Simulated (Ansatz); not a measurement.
`B[SiH2]N[SiH3]` + `N[SiH3]` → `[SiH3]N[SiH3]` + `B[SiH2]N` at 298.15 K and 1 bar (ligand exchange at the Si–N bond).

Gas-phase electronic energies from Ansatz, PBE0-D4/def2-TZVP geometries. CCSD(T)/CBS adds triple-zeta CCSD(T) − MP2 to the extrapolated MP2 energy (def2 sets, frozen cores). This one scheme is used for every species. Each species was taken in one conformer, which may not be the lowest.

```csv
species,CCSD(T)/CBS energy (Eh),H − E (kJ/mol),S (J/(mol·K))
`B[SiH2]N[SiH3]`,-662.46710,228.4,367.8
`N[SiH3]`,-346.80422,145.7,264.3
`[SiH3]N[SiH3]`,-637.10515,192.6,335.6
`B[SiH2]N`,-372.16627,181.6,304.5
```

H − E and S are ideal-gas, rigid-rotor, harmonic terms from PBE0-D4/def2-TZVP, for one conformer and one mirror image of each species. 1 Eh = 2625.50 kJ/mol, R = 8.31446 J/(mol·K).

**Question.** By hand: ΔE, ΔH, ΔS and ΔG.

**Answer.** ΔE = (-637.10515) + (-372.16627) − (-662.46710) − (-346.80422) = -0.00010 Eh = -0.3 kJ/mol. Δ(H − E) = 192.6 + 181.6 − 228.4 − 145.7 = 0.1, so ΔH = -0.2 kJ/mol. ΔS = 335.6 + 304.5 − 367.8 − 264.3 = 8.0 J/(mol·K). ΔG = -0.2 − 298.15 × (8.0)/1000 = -2.6 kJ/mol.

**Question.** By hand: the equilibrium constant, and the temperature at which ΔG would vanish if ΔH and ΔS stayed fixed.

**Answer.** log₁₀ K = −ΔG/(RT ln 10) = 0.5. ΔH and −TΔS have one sign here, so there is no such temperature.

TΔS isn't small against ΔH here. The sign of ΔG lies within the doubt. A doubt of 5 kJ/mol in ΔE shifts log₁₀ K by 0.9 here. Other conformers and mirror images would add mixing entropy, several J/(mol·K) or more a flexible species. Modes under 60 cm⁻¹, often nearly free rotors, make the harmonic entropy too high. These are equilibria of isolated gas molecules and say nothing of rates. Largest T1 diagnostic: 0.011 (customary marks: 0.02 for closed shells, 0.045 for open ones).

ΔS is within the doubt of such terms, so its sign, and with it that verdict, could turn.
